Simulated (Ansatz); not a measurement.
CH6OSSi2 can be A, `[SiH3]S[SiH]1CO1`, or B, `O[SiH]1CS[SiH2]1`.

Gas-phase electronic energies from Ansatz, PBE0-D4/def2-TZVP geometries. CCSD(T)/CBS is the MP2 limit (def2-TZVPP, def2-QZVPP) plus CCSD(T) − MP2 in def2-TZVPP, frozen cores. Functionals use def2-TZVPP. B3LYP here is the variant with VWN-RPA as its local correlation; programs differ in this. One conformer a species, not always the lowest.

Problem. Which is lower in electronic energy at CCSD(T)/CBS, and by how much? (An estimate is asked.)

Solution. Computed: B, by 89.7 kJ/mol.

Problem. Give E(B) − E(A) in kJ/mol with r2SCAN-D4, B3LYP-D4, CCSD(T)/def2-TZVPP, B3LYP, ωB97M-V, HF/def2-TZVPP, CCSD/def2-TZVPP. (Best estimate.)

Solution. Computed: r2SCAN-D4 -81.4, B3LYP-D4 -83.2, CCSD(T)/def2-TZVPP -85.8, B3LYP -78.1, ωB97M-V -84.1, HF/def2-TZVPP -81.8, CCSD/def2-TZVPP -86.3. None reverses the order clearly.

Largest T1 diagnostic: 0.013.

The D4 term adds −5.2 kJ/mol with B3LYP and −2.6 kJ/mol with PBE0; it sums over pairs of atoms, weighted by their polarisabilities, and B3LYP, whose exchange is more repulsive, gets the larger term. From PBE to PBE0 (25 % exact exchange), in def2-TZVPP and without D4, E(B) − E(A) moves by −7.6 kJ/mol.
